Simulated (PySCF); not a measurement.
C$_{3}$H$_{6}$AuN, charge -1, doublet, geometry from GFN2-xTB (such geometries of metal compounds can be far from the true shape) (the multiplicity is a formal guess) (core potentials on Au) (in this run its highest filled SCF level lies above zero, so its values depend strongly on the basis, on diffuse functions most of all). Base run: PySCF with DF-PBE0/def2-SVP.

Input for PySCF:
```python
from pyscf import gto, scf, dft

mol = gto.Mole()
mol.atom = '''
    Au    0.34171143    0.05507365   -0.33703847
    C     1.69981826    0.54047931   -1.83234399
    H     2.59589301   -0.09487127   -1.83550291
    H     2.08123020    1.56807971   -1.76832366
    H     1.28739199    0.45357164   -2.84633168
    C    -2.61680380   -0.72151647    2.75728783
    N    -1.91917145    0.00814549    1.70604424
    C    -0.92838272   -0.42548863    1.07705401
    H    -2.58700067   -0.13211063    3.68165130
    H    -2.19777157   -1.72115018    2.96929065
    H    -3.66853661   -0.84220084    2.47095867
'''
mol.basis = 'def2-svp'
mol.ecp = {'Au': 'def2-svp'}
mol.charge = -1
mol.spin = 1
mol.verbose = 4
mol.build()

mf = dft.UKS(mol)
mf.xc = 'pbe0'
mf = mf.density_fit(auxbasis='def2-universal-jkfit')
mf.kernel()
```

Each row names what was changed in the base input (with any setting that the change needs).

| change | basis functions | E (Eh) | HOMO (eV) |
|---|---|---|---|
| base | 118 | -308.05198 | 1.05 |
| basis = ANO-RCC-VDZP; relativity = none (without mol.ecp = {'Au': 'def2-svp'}; without mf = mf.density_fit(auxbasis='def2-universal-jkfit')) | 145 | -15524.54751 | 2.06 |
| basis = jorge-DZP-DKH; relativity = spin-free X2C; nucleus = Gaussian (with mol.nucmod = 'G'; without mol.ecp = {'Au': 'def2-svp'}; without mf = mf.density_fit(auxbasis='def2-universal-jkfit')) | 153 | -19153.67257 | 1.02 |
| basis = ANO-RCC-VDZP; relativity = spin-free X2C; nucleus = Gaussian (with mol.nucmod = 'G'; without mol.ecp = {'Au': 'def2-svp'}; without mf = mf.density_fit(auxbasis='def2-universal-jkfit')) | 145 | -19186.34073 | 0.88 |
| basis = jorge-DZP-DKH; relativity = none (without mol.ecp = {'Au': 'def2-svp'}; without mf = mf.density_fit(auxbasis='def2-universal-jkfit')) | 153 | -17553.21987 | 1.14 |
| basis = x2c-SVPall; relativity = none (without mol.ecp = {'Au': 'def2-svp'}; without mf = mf.density_fit(auxbasis='def2-universal-jkfit')) | 152 | -15711.10664 | 2.40 |
| basis = ANO-RCC-VDZP; relativity = spin-free X2C (without mol.ecp = {'Au': 'def2-svp'}; without mf = mf.density_fit(auxbasis='def2-universal-jkfit')) | 145 | -19190.11989 | 0.88 |
| basis = x2c-SVPall; relativity = spin-free X2C (without mol.ecp = {'Au': 'def2-svp'}; without mf = mf.density_fit(auxbasis='def2-universal-jkfit')) | 152 | -19188.88813 | 1.00 |
| basis = x2c-SVPall; relativity = spin-free X2C; nucleus = Gaussian (with mol.nucmod = 'G'; without mol.ecp = {'Au': 'def2-svp'}; without mf = mf.density_fit(auxbasis='def2-universal-jkfit')) | 152 | -19185.77343 | 1.00 |
| basis = jorge-DZP-DKH; relativity = spin-free X2C (without mol.ecp = {'Au': 'def2-svp'}; without mf = mf.density_fit(auxbasis='def2-universal-jkfit')) | 153 | -19156.45774 | 1.02 |

Total energies compare only within one method and basis.

Open shells are given as the SCF converged; they aren't shown to be the lowest states, and a large step between rows can be another state.

Basis sets contracted for a relativistic Hamiltonian are a mismatch without it, so the rows without relativity aren't non-relativistic limits. No row has spin-orbit coupling; sets with core potentials leave out the core electrons.
